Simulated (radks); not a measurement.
Coherent X-ray form factor from a spherical all-electron density. Method: scalar-relativistic Kohn-Sham, r2SCAN, spin-polarised, spherical densities, finite nucleus; meta-GGA in the generalised Kohn-Sham scheme; Fermi nuclear charge, rms radius of each element as measured or else 0.836 A^(1/3) + 0.57 fm; computed with a radial shooting solver on a logarithmic mesh with Libxc functionals.

sin(theta)/lambda (1/angstrom),f0 (electrons)
0.05,62.300
0.1,60.334
0.15,57.447
0.2,54.058
0.25,50.538
0.3,47.141
0.4,41.156
0.5,36.278
0.6,32.225
0.8,25.832
1,21.319
1.25,17.734
1.5,15.426
2,11.846

The species is in the configuration that NIST lists as its ground one. Which atom or ion scatters so?

Answer. The terbium ion Tb2+, [Xe] 4f9. Extrapolating in s^2 from the first two rows gives f0(0) = 63.0, near the electron count 63; among species with that count, the fall with angle is slower the higher Z, and the table is that of Z = 65; from so few rows the species is fixed only to a neighbour or two.
